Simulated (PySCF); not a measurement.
## Radial density of Re⁺ (rhenium, charge +1)

TPSS, [Xe] 4f14 5d5 6s1, high-spin 7S determinant. Computed with PySCF 2.14 in aug-cc-pVDZ-PP with ECP60MDF, with scalar relativity through the core potential. This is the valence pseudo-density: the core potential removes the inner electrons and smooths the orbitals near the nucleus.

```csv
r (bohr),4πr²ρ (e/bohr),4πr²(ρα − ρβ)
0.133,3.636e-05,0.0000
0.223,0.0003711,0.0001
0.375,0.04420,0.0057
0.631,3.044,0.2958
1.06,11.84,2.4090
1.79,4.999,3.0145
3.00,1.052,1.0214
5.05,0.06332,0.0633
8.50,0.0001782,0.0002
```

Energies and moments cover only the electrons outside the core potential. Spin-orbit coupling, which splits the p, d and f shells strongly at this Z, is absent.
